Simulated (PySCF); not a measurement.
Electronic absorption of ZrHF3

Compound: ZrHF3 (singlet state).
Structure used (PBE0-D3(BJ)/def2-SVP), in Å, numbered top down from 1:
```
atom  x, y, z in Å
Zr1   -0.0011    0.0007   -0.0470
H2    -0.0465   -0.0231    1.7987
F3     1.8247    0.0093   -0.5399
F4    -0.8930    1.5809   -0.5825
F5    -0.8841   -1.5678   -0.6293
```

Computed with PySCF 2.14.0, density-fitted response routines, TDDFT wB97X-D/def2-SVPD, vertical, gas phase, core orbitals frozen in the response, def2 core potentials past Kr. Spin–orbit coupling is left out.

```json
{"state": "S1", "E (eV)": "5.44", "λ (nm)": "228.1", "ν̃ (cm⁻¹)": "43850", "f": "0.017", "|μ| (D)": "0.91", "main configurations (H = HOMO, L = LUMO)": "H→L (99%)"}
{"state": "S2", "E (eV)": "5.45", "λ (nm)": "227.3", "ν̃ (cm⁻¹)": "43990", "f": "0.017", "|μ| (D)": "0.91", "main configurations (H = HOMO, L = LUMO)": "H→L+1 (99%)"}
{"state": "S3", "E (eV)": "7.11", "λ (nm)": "174.4", "ν̃ (cm⁻¹)": "57350", "f": "0.025", "|μ| (D)": "0.96", "main configurations (H = HOMO, L = LUMO)": "H→L+5 (57%), H→L+4 (23%), H→L+6 (18%)"}
{"state": "S4", "E (eV)": "7.12", "λ (nm)": "174.1", "ν̃ (cm⁻¹)": "57440", "f": "0.026", "|μ| (D)": "0.98", "main configurations (H = HOMO, L = LUMO)": "H→L+4 (57%), H→L+5 (22%), H→L+7 (19%)"}
{"state": "S5", "E (eV)": "7.33", "λ (nm)": "169.1", "ν̃ (cm⁻¹)": "59140", "f": "0.235", "|μ| (D)": "2.91", "main configurations (H = HOMO, L = LUMO)": "H→L+2 (70%), H→L+3 (25%)"}
{"state": "S6", "E (eV)": "8.61", "λ (nm)": "144.0", "ν̃ (cm⁻¹)": "69460", "f": "0.172", "|μ| (D)": "2.29", "main configurations (H = HOMO, L = LUMO)": "H→L+3 (66%), H→L+2 (26%)"}
{"state": "S7", "E (eV)": "8.71", "λ (nm)": "142.3", "ν̃ (cm⁻¹)": "70280", "f": "0.0001", "|μ| (D)": "0.05", "main configurations (H = HOMO, L = LUMO)": "H-3→L (44%), H-2/H-1→L (≥24%), H-2/H-1→L+1 (≥17%)"}
{"state": "S8", "E (eV)": "8.72", "λ (nm)": "142.2", "ν̃ (cm⁻¹)": "70330", "f": "0.0001", "|μ| (D)": "0.06", "main configurations (H = HOMO, L = LUMO)": "H-3→L+1 (42%), H-2/H-1→L (≥23%), H-2/H-1→L+1 (≥20%)"}
{"state": "S9", "E (eV)": "8.81", "λ (nm)": "140.7", "ν̃ (cm⁻¹)": "71050", "f": "0.0000", "|μ| (D)": "0.01", "main configurations (H = HOMO, L = LUMO)": "H-2/H-1→L+1 (≥49%), H-2/H-1→L (≥44%)"}
{"state": "S10", "E (eV)": "8.83", "λ (nm)": "140.4", "ν̃ (cm⁻¹)": "71220", "f": "0.021", "|μ| (D)": "0.79", "main configurations (H = HOMO, L = LUMO)": "H-2/H-1→L+1 (≥48%), H-2/H-1→L (≥46%)"}
```

Triplets, Tamm–Dancoff:

| state | E (eV) | λ (nm) | main configurations (H = HOMO, L = LUMO) |
| --- | --- | --- | --- |
| T1 | 4.92 | 252.2 | H→L (98%) |
| T2 | 4.93 | 251.3 | H→L+1 (98%) |
| T3 | 6.22 | 199.4 | H→L+2 (87%), H→L+8 (10%) |

The lowest singlet comes at 228 nm (525 kJ/mol) in the ultraviolet; it is weak; its leading configuration is HOMO→LUMO (99%). The strongest level in the table is S5 at 7.33 eV (169 nm, f = 0.235). S7/S8 lie within about 0.01 eV of each other; the point group C3v has degenerate representations, and within a degenerate level the listed configurations can mix freely. For S1 the Löwdin share of zirconium is 44% in HOMO and 75% in LUMO; for S5 the Löwdin share of zirconium is 44% in HOMO and 74% in LUMO+2. Orbital energies (eV): HOMO-3 -14.34, HOMO-2 -14.30, HOMO-1 -14.30, HOMO -11.04, LUMO -0.10, LUMO+1 -0.09, LUMO+2 0.82. Of the 10 states listed, 7 reach f = 0.01 and 3 stay under 0.0005. The vertical ionisation energy (ΔSCF) is 11.84 eV, 3.01 eV above S10. Orbitals of the list HOMO-3 to LUMO+2 that lie within 0.01 eV of each other are written together with a slash and their weights summed (≥ marks a lower bound); for degenerate orbitals outside that list single weights are arbitrary. Singlets were solved by full linear response, triplets in the Tamm–Dancoff approximation.

Hardware: one thread, x86-64 server (shared host). Cost: 28 s wall.
